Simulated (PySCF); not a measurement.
An element was calculated at UHF (PySCF 2.14, spin-free X2C, a triple-zeta basis, no spin-orbit coupling), in the ground configurations that NIST lists.

```
first ionisation energy  : 5.394 eV
second ionisation energy : 12.228 eV
third ionisation energy  : 23.777 eV
```

Which element is it?

Scandium (Sc, Z = 21), in x2c-TZVPall. NIST lists 6.561, 12.800, 24.757 eV for these ionisation energies.
